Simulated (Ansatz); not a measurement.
Al₂Cu₈, relaxed as a singlet with RKS PBE-D4/def2-SVP in Ansatz, starting from the GFN1-xTB geometry. Force threshold 0.03 eV/Å.

The restricted singlet is unstable towards broken spin symmetry in Hartree–Fock (as tested in another run); at PBE-D4/def2-SVP this wasn't settled. The structure comes from a short search, and lower isomers may exist.

Start:

Cartesian coordinates in Å:
```
Al -0.7271 0.6096 -2.1252
Al 1.7724 -0.1216 -1.2550
Cu 0.8047 2.0474 0.9060
Cu -0.0489 -2.3772 -0.0209
Cu 2.5689 0.4570 1.3803
Cu -3.3651 0.8373 -0.8676
Cu 0.2361 -0.2796 1.1196
Cu 2.1203 -1.8609 0.9010
Cu -1.9176 -0.9031 -0.2739
Cu -1.4437 1.5910 0.2357
```

Q: Estimate the energy that the relaxation releases and the steps that it takes.

A: 45.4 kcal/mol, in 10 steps; 2 min on 6 threads of Intel Xeon on a shared host. No frequencies were taken in this run, so the end may be a saddle point.

Q: Does the start keep its bonding and symmetry?

A: Bonds lost: Al1–Al2 (atoms count from 1). Bonds formed: Al1–Cu3, Al1–Cu4 (atoms count from 1). Metal–metal contacts that move far: Al2–Cu3 3.21 to 2.50 Å, Al2–Cu4 3.15 to 2.50 Å, Al1–Cu6 2.93 to 2.37 Å.

Q: Predict the relaxed structure.

A: 
```xyz
10

Al   -0.884    0.503   -1.577
Al    2.240   -0.272   -0.826
Cu    0.818    1.644   -0.086
Cu    0.163   -1.660   -0.772
Cu    2.375    0.502    1.449
Cu   -3.164    0.842   -1.034
Cu    0.080   -0.269    1.217
Cu    1.908   -1.851    0.960
Cu   -2.004   -0.910    0.087
Cu   -1.531    1.472    0.582
```
Bond lengths (bridged metal pairs left out): 14 × Cu–Cu 2.38 to 2.48 Å; 10 × Al–Cu 2.37 to 2.97 Å.
